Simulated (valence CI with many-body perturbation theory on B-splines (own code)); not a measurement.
# Ba50+: what each term of the Hamiltonian does

Computed by relativistic CI+MBPT: four valence electrons over a frozen Dirac-Fock core [He], radial functions for each j: 11 s, 11 p, 9 d, 7 f, 5 g, 2 h, 1 i, with the one-electron correlation potential Σ1 (screened to all orders), the two-electron term Σ2, the three-electron term Σ3, Breit, model QED; selected single and double excitations, second order for the rest (own B-spline code, finite nucleus).

No measured spectrum was set against this ion. As an estimate, large intervals hold to a few tenths of a per cent, small ones and those within an open d or f shell to about a per cent. Among the levels kept, up to 290 cm⁻¹ of a level comes from second order outside the variational space, and about a tenth of that is noise between levels of different J, which matters for small intervals.

Each rung adds one term. CI alone is the Dirac-Coulomb CI over the frozen core; QED comes last and gives the full result, which names the levels. Energies are above (2s^2 2p1/2^2) J=0 on the same rung, in eV.

Levels are named by their leading jj configuration (3d3/2^4 stands for four electrons in 3d with j = 3/2), which in mixed levels can hold well under half, so a name can repeat and another be missing. Letters in brackets count levels of one name in rising energy.

```tsv
Level	CI alone
(2s^2 2p1/2 2p3/2) J=1	399.0
(2s^2 2p1/2 2p3/2) J=2	418.5
(2s 2p1/2^2 2p3/2) J=2	597.8
(2s 2p1/2^2 2p3/2) J=1	660.0
(2s^2 2p3/2^2) J=2	829.0
(2s^2 2p3/2^2) J=0	867.9
(2s 2p1/2 2p3/2^2) J=2 [a]	977.9
(2s 2p1/2 2p3/2^2) J=3	1019.3
(2s 2p1/2 2p3/2^2) J=0	1050.9
(2s 2p1/2 2p3/2^2) J=1 [a]	1069.0
(2s 2p1/2 2p3/2^2) J=2 [b]	1082.6
(2s 2p1/2 2p3/2^2) J=1 [b]	1082.1
(2p1/2^2 2p3/2^2) J=2	1291.7
(2p1/2^2 2p3/2^2) J=0	1334.0
(2s 2p3/2^3) J=2	1452.2
(2s 2p3/2^3) J=1	1511.5
```

Question: What do these energies become with core correlation, Breit and QED?

Answer: (2s^2 2p1/2 2p3/2) J=1 392.8 (-6.18); (2s^2 2p1/2 2p3/2) J=2 408.9 (-9.61); (2s 2p1/2^2 2p3/2) J=2 588.9 (-8.86); (2s 2p1/2^2 2p3/2) J=1 652.2 (-7.81); (2s^2 2p3/2^2) J=2 815.0 (-13.96); (2s^2 2p3/2^2) J=0 857.6 (-10.29); (2s 2p1/2 2p3/2^2) J=2 [a] 964.1 (-13.78); (2s 2p1/2 2p3/2^2) J=3 1000.3 (-18.98); (2s 2p1/2 2p3/2^2) J=0 1039.6 (-11.26); (2s 2p1/2 2p3/2^2) J=1 [a] 1055.3 (-13.71); (2s 2p1/2 2p3/2^2) J=2 [b] 1065.5 (-17.06); (2s 2p1/2 2p3/2^2) J=1 [b] 1068.9 (-13.23); (2p1/2^2 2p3/2^2) J=2 1275.8 (-15.96); (2p1/2^2 2p3/2^2) J=0 1321.9 (-12.09); (2s 2p3/2^3) J=2 1432.2 (-20.01); (2s 2p3/2^3) J=1 1492.1 (-19.42).

Question: How does the ionisation energy move along the ladder, and which term matters most?

Answer: CI alone 9754.4, + Σ1 9754.8, + Σ2 9754.8, + Σ3 9754.7, + Breit 9739.5, + QED 9739.8 eV. The largest step is Breit, -15.2 eV. NIST lists 9739 ± 4 eV (theoretical).
